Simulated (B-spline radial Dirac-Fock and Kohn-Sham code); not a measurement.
**Atomic SCF run for Mn**

ΔSCF core binding energies without Breit or QED terms, calculated with a B-spline atomic structure program. Keys: rel is the Hamiltonian (dirac, or spin-free x2c and nr, where L3 and M5 stand for the whole 2p and 3d shells), method is hf or an exchange,correlation pair (spin-unpolarised, also for the hole states), nuc the nuclear model, radius_factor scales its radius, rmax is the box in bohr, h the logarithmic mesh step, order the B-spline order, points the quadrature points per cell, c_factor scales the speed of light, and damp, ndamp, maxit and tol steer the iteration. The run stops when the commutator error falls below 10·tol·max(1, Z/10), or the numerical noise floor, and the energy has settled to about 1e-8 Ha; the virial ratio is −V/T.

Input (task.json):

```json
{"items": [{"Z": 25, "q": 0, "cfg": [[1, 0, 2], [2, 0, 2], [2, 1, 6], [3, 0, 2], [3, 1, 6], [3, 2, 5], [4, 0, 2]], "A": 55, "rrms": 3.7057, "do": "settings", "holes": ["K", "L3", "M5"],
  "settings": [{"rel": "dirac", "method": "lda,vwn", "nuc": "fermi", "radius_factor": 1.0, "rmax": 45.0, "h": 0.3, "order": 8, "points": 10, "c_factor": 1.0, "maxit": 53, "damp": 0.5, "ndamp": 3, "tol": 1e-08, "cfg": "1s2 2s2 2p6 3s2 3p6 3d5 4s2 4p3"}]}]}
```

Command: `python xray2_run.py task.json out`

Ground-state iterations:

```
iter   energy (Ha)        error
   1    -1145.37110655  8.15e-01
   2    -1142.29874294  8.09e-01
   3    -1156.03836019  5.02e-02
   4    -1156.08636070  1.87e-02
   5    -1155.52651700  3.54e-02
   6    -1141.83279375  2.94e-01
   7    -1141.78107497  3.02e-01
   8    -1141.74570287  3.07e-01
   9    -1156.09139050  8.45e-03
  10    -1156.09478849  2.07e-03
  11    -1155.47484993  4.21e-02
  12    -1155.54563460  3.43e-02
  13    -1155.51399653  3.79e-02
  14    -1155.50653130  3.87e-02
  15    -1155.52341119  3.71e-02
  23    -1155.30050990  2.58e-02
  31    -1154.68298596  1.26e-01
  39    -1154.33479275  1.41e-01
  47    -1141.81650625  2.89e-01
  53    -1154.64849639  1.27e-01
```

The ground state had not converged after 53 iterations, with total energy -1154.64850 Ha, virial ratio 1.97932 and highest orbital energy 30.95 eV. Holes are computed only in closed shells, and unreliable hole states are left out.

Task: One setting is unsound. Which, and why?

Result: cfg describes an anion whose outer electrons are not bound. With the default settings (Dirac Hartree-Fock): The ground state converged in 12 iterations, with total energy -1157.32199 Ha, virial ratio 1.98666 and highest orbital energy -6.92 eV. ΔSCF binding energies: K (1s) 6560.5 eV, L3 (2p3/2) 654.3 eV. Holes are computed only in closed shells, and unreliable hole states are left out.
